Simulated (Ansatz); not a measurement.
C3H8Si, SMILES `C=CC[SiH3]`. Total charge 0; spin multiplicity 1. The geometry is a stationary point of PBE0-D4/def2-TZVP. It is one conformer, not always the lowest.

```xyz
12

C     1.058    0.959    1.468
C     0.538   -0.147    0.951
C     0.465   -0.471   -0.501
Si   -1.295   -0.288   -1.156
H     1.510    1.721    0.841
H     1.050    1.141    2.536
H     0.093   -0.878    1.624
H     0.783   -1.502   -0.688
H     1.119    0.185   -1.083
H    -1.722    1.133   -1.076
H    -1.371   -0.739   -2.573
H    -2.228   -1.114   -0.343
```

(1) What is the dipole moment at PBE/def2-TZVPP? (Estimate.)

(2) And with r2SCAN, B3LYP, ωB97M-V? (An estimate is asked.)

(3) Give the Mulliken charges with PBE, r2SCAN, ωB97M-V in def2-TZVPP. (Best estimate.)

Results:

(1) Ansatz gave: 0.59 D, with components (0.51, -0.30, -0.07) D in this frame, pointing from negative to positive charge.

(2) Computed: r2SCAN 0.59 D, B3LYP 0.57 D, ωB97M-V 0.57 D.

(3) Ansatz gave: 
```tsv
atom	PBE	r2SCAN	ωB97M-V
C1	-0.20	-0.20	-0.22
C2	-0.12	-0.10	-0.13
C3	-0.15	-0.13	-0.27
Si4	0.21	0.30	0.19
H5	0.07	0.06	0.08
H6	0.09	0.08	0.10
H7	0.10	0.09	0.12
H8	0.09	0.07	0.12
H9	0.08	0.06	0.10
H10	-0.05	-0.07	-0.03
H11	-0.06	-0.08	-0.03
H12	-0.06	-0.07	-0.03
```

B3LYP here is the variant with VWN-RPA as its local correlation; programs differ in this.
